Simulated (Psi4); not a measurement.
CH3AlF (SMILES [CH3][Al][F]), doublet, geometry from GFN2-xTB (such geometries of metal compounds can be far from the true shape) (the spin is typed, not shown lowest); MP2/3-21G run with Psi4.

The Psi4 input:
```
memory 2 GB

molecule {
0 2
Al    0.44002451   -0.09977454    0.26333881
C    -0.05333652    1.40742987   -0.99749356
H    -0.86612180    2.02472343   -0.60563875
H    -0.37041732    1.04109293   -1.97751446
H     0.81040018    2.05814325   -1.15112478
F    -0.55268450   -1.36349663    0.69953719
}

set {
  basis 3-21g
  reference uhf
}

energy('mp2')
print_variables()
```

It wrote (shortened):

```
    SCF Algorithm Type (re)set to DF.

   => Loading Basis Set <=

    Name: 3-21G
    Role: ORBITAL
    Keyword: BASIS

         ---------------------------------------------------------
                                   SCF
               by Justin Turney, Rob Parrish, Andy Simmonett
                          and Daniel G. A. Smith
                              UHF Reference
         ---------------------------------------------------------

  ==> Geometry <==

    Molecular point group: c1
    Full point group: C1

    Geometry (in Angstrom), charge = 0, multiplicity = 2:

       Center              X                  Y                   Z               Mass
    ------------   -----------------  -----------------  -----------------  -----------------
         AL           0.435059155551     0.007483650252     0.186917610973    26.981538530000
         C           -0.058301874449     1.514688060252    -1.073914759027    12.000000000000
         H           -0.871087154449     2.131981620252    -0.682059949027     1.007825032230
         H           -0.375382674449     1.148351120252    -2.053935659027     1.007825032230
         H            0.805434825551     2.165401440252    -1.227545979027     1.007825032230
         F           -0.557649854449    -1.256238439748     0.623115990973    18.998403162730

  Running in c1 symmetry.

  Rotational constants: A =      1.22391  B =      0.17388  C =      0.15666 [cm^-1]
  Rotational constants: A =  36692.02326  B =   5212.72938  C =   4696.61053 [MHz]
  Nuclear repulsion =   87.495316625564342

  Charge       = 0
  Multiplicity = 2
  Electrons    = 31
  Nalpha       = 16
  Nbeta        = 15

  ==> Algorithm <==

  SCF Algorithm Type is DF.
  DIIS enabled.
  MOM disabled.
  Fractional occupation disabled.
  Guess Type is SAD.
  Energy threshold   = 1.00e-08
  Density threshold  = 1.00e-08
  Integral threshold = 1.00e-12

  ==> Primary Basis <==

  Basis Set: 3-21G
    Blend: 3-21G
    Number of shells: 23
    Number of basis functions: 37
    Number of Cartesian functions: 37
    Spherical Harmonics?: false
    Max angular momentum: 1

   => Loading Basis Set <=

    Name: (3-21G AUX)
    Role: JKFIT
    Keyword: DF_BASIS_SCF

  ==> Integral Setup <==

  SCF_SUBTYPE=INCORE selected. In-core MEM_DF algorithm will be used.
  Using in-core AOs.

  ==> MemDFJK: Density-Fitted J/K Matrices <==

    J tasked:                   Yes
    K tasked:                   Yes
    wK tasked:                   No
[...]
  @DF-UHF Final Energy:  -378.94229072003361
    Total Energy =                       -378.9422907200336113
[...]
 Magnitude           :                                                    0.7478867

 ------------------------------------------------------------------------------------

  //>>>>>>>>>>>>>>>>>>>>>>>>>>>>>>>>>>>//
  //               DFMP2               //
  //<<<<<<<<<<<<<<<<<<<<<<<<<<<<<<<<<<<//

   => Loading Basis Set <=

    Name: (3-21G AUX)
    Role: RIFIT
    Keyword: DF_BASIS_MP2

	 --------------------------------------------------------
	                          DF-MP2
	      2nd-Order Density-Fitted Moller-Plesset Theory

	        Rob Parrish, Justin Turney, Andy Simmonett,
	           Ed Hohenstein, and C. David Sherrill
	 --------------------------------------------------------

	 --------------------------------------------------------
	                 NBF =    37, NAUX =   200
	 --------------------------------------------------------
	   CLASS    FOCC     OCC    AOCC    AVIR     VIR    FVIR
	   ALPHA       0      16      16      21      21       0
	    BETA       0      15      15      22      22       0
	 --------------------------------------------------------

	-----------------------------------------------------------
	 ==================> DF-MP2 Energies <====================
	-----------------------------------------------------------
	 Reference Energy          =    -378.9422907200336113 [Eh]
	 Singles Energy            =      -0.0000000000000000 [Eh]
	 Same-Spin Energy          =      -0.0581974092592155 [Eh]
	 Opposite-Spin Energy      =      -0.1852194153850171 [Eh]
	 Correlation Energy        =      -0.2434168246442327 [Eh]
	 Total Energy              =    -379.1857075446778254 [Eh]
	-----------------------------------------------------------
	 ================> DF-SCS-MP2 Energies <==================
	-----------------------------------------------------------
	 SCS Same-Spin Scale       =       0.3333333333333333 [-]
	 SCS Opposite-Spin Scale   =       1.2000000000000000 [-]
	 SCS Same-Spin Energy      =      -0.0193991364197385 [Eh]
	 SCS Opposite-Spin Energy  =      -0.2222632984620206 [Eh]
	 SCS Correlation Energy    =      -0.2416624348817591 [Eh]
	 SCS Total Energy          =    -379.1839531549153435 [Eh]
	-----------------------------------------------------------

  Variable Map:
  ----------------------------------------------------------------------------
[...]
  Array Variable Map:
  ----------------------------------------------------------------------------
[...]
[...]
```
